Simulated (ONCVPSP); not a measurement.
## Ru: one change to an ONCV potential, before and after

| Quantity | Value |
| --- | --- |
| Element | Ru |
| Generator | ONCVPSP 4.0.1 |
| Type | optimised norm-conserving Vanderbilt (ONCV) |
| Functional | PBE |
| Relativity | scalar-relativistic |
| Frozen core | [Ar] 3d10 |
| Valence charge | 16 |
| Reference configuration | 4s2 4p6 4d5 (charge +3) |
| Partial waves | 4s: rc 1.15 bohr, ncon 4, nbas 7, qcut 4.8 1/bohr, 2 projectors, debl 1.7 Ha; 4p: rc 1.35 bohr, ncon 3, nbas 6, qcut 8.3 1/bohr, 2 projectors, debl 1.1 Ha; 4d: rc 1.40 bohr, ncon 4, nbas 7, qcut 6.7 1/bohr, 1 projector |
| Local potential | polynomial inside 0.90 bohr (lpopt 5, dvloc0 -1 Ha) |
| Core correction | none |

In the s channel the program set the typed energies aside and used -4.082, 0.250 Ha. In the p channel the program set the typed energies aside and used -2.967, 0.250 Ha.

Change: p: rc 1.68.

Cutoffs: the cutoffs (Ha) at which the residual kinetic energy of the hardest occupied pseudo-wave falls to 1 and 0.1 mHa per electron; they do not see the model core or the augmentation charge, which bear on the density cutoff. Errors are all-electron minus pseudo energies relative to the spin-unpolarised reference configuration.

**Question.** Predict the effect on cutoff, ghosts and configuration errors.

**Answer.** The potential gets neither clearly harder nor softer (92 Ha and 121 Ha → 92 Ha and 121 Ha); the s channel sets the loose cutoff, while the largest relative change is in p, which becomes softer; the errors of the 4 common tests hardly move; neither file shows a bound ghost.

| quantity | base | changed |
| --- | --- | --- |
| cutoff, loose | 92 Ha | 92 Ha |
| cutoff, tight | 121 Ha | 121 Ha |
| loose cutoff by channel | s 92 Ha, p 26 Ha, d 27 Ha | s 92 Ha, p 14 Ha, d 27 Ha |
| bound ghosts | none | none |
| GHOST(+) flags under 300 eV | s at 153.7 eV | s at 153.7 eV |
| error for 4s2 4p6 4d7 5s1, meV [ΔE -56.10 eV] | +12 | +13 |
| error for 4s2 4p6 4d7, meV [ΔE -48.81 eV] | +10 | +11 |
| error for 4s2 4p6 4d6, meV [ΔE -30.62 eV] | +5.1 | +5.6 |
| error for 4s2 4p6 4d6 5s1, meV [ΔE -45.99 eV] | +8.4 | +8.9 |
| s: phases at 1.17 bohr within 0.05 rad from the reference energy up to (Ha; the scan ends near 5) | 4.8 | 4.8 |
| d: phases at 1.42 bohr within 0.05 rad from the reference energy up to (Ha; the scan ends near 5) | 3.3 | 3.3 |
